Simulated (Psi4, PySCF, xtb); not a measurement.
Relaxed torsion scan: C12H8Cl2, SMILES Clc1ccccc1-c1ccccc1Cl. Scanned: dihedral C2–C7–C8–C9; all other coordinates were relaxed at GFN2-xTB. Points at φ and −φ are mirror images. Heavy atoms are numbered in the order of the SMILES Clc1ccccc1-c1ccccc1Cl, hydrogens after them in the order of the atoms that carry them; the mirror image has the same energies with the sign of each dihedral reversed.

GFN1-xTB // GFN2-xTB (xtb); RMP2/3-21G = restricted MP2 (frozen core)/3-21G // GFN2-xTB run with PySCF; RKS-B3LYP/6-31G* = restricted B3LYP/6-31G*, spherical d, density fitting // GFN2-xTB (PySCF); PBE-D3(BJ)/def2-SVP // GFN2-xTB (Psi4).

Energies relative to the lowest point of each profile, in kcal/mol; the last columns give the difference from PBE-D3(BJ):

```csv
φ / °,GFN1-xTB,RMP2/3-21G,RKS-B3LYP/6-31G*,PBE-D3(BJ)/def2-SVP,GFN1-xTB − PBE-D3(BJ)/def2-SVP,RMP2/3-21G − PBE-D3(BJ)/def2-SVP,RKS-B3LYP/6-31G* − PBE-D3(BJ)/def2-SVP
-160,8.3,14.1,11.8,9.2,-0.9,4.9,2.6
-140,2.9,5.9,4.5,3.0,-0.1,2.9,1.6
-120,0.7,1.6,1.1,0.3,0.4,1.3,0.8
-100,0.5,0.1,0.1,0.0,0.5,0.1,0.1
-80,0.4,0.0,0.0,0.1,0.3,-0.1,-0.1
-60,0.0,0.8,0.3,0.1,-0.1,0.7,0.2
-40,1.2,3.6,2.4,1.7,-0.5,2.0,0.8
-20,5.4,9.5,7.6,6.2,-0.8,3.4,1.5
20,5.4,9.5,7.6,6.2,-0.8,3.4,1.5
40,1.2,3.6,2.4,1.7,-0.5,2.0,0.8
60,0.0,0.8,0.3,0.1,-0.1,0.7,0.2
80,0.4,0.0,0.0,0.1,0.3,-0.1,-0.1
100,0.5,0.1,0.1,0.0,0.5,0.1,0.1
120,0.7,1.6,1.1,0.3,0.4,1.3,0.8
140,2.9,5.9,4.5,3.0,-0.1,2.9,1.6
160,8.3,14.1,11.8,9.2,-0.9,4.9,2.6
```

GFN1-xTB is furthest from PBE-D3(BJ)/def2-SVP at -160 (-0.9 kcal/mol, below); its mean absolute difference over the points is 0.5 kcal/mol.

RMP2/3-21G is furthest from PBE-D3(BJ)/def2-SVP at -160 (4.9 kcal/mol, above); its mean absolute difference over the points is 1.9 kcal/mol.

RKS-B3LYP/6-31G* is furthest from PBE-D3(BJ)/def2-SVP at -160 (2.6 kcal/mol, above); its mean absolute difference over the points is 0.9 kcal/mol.
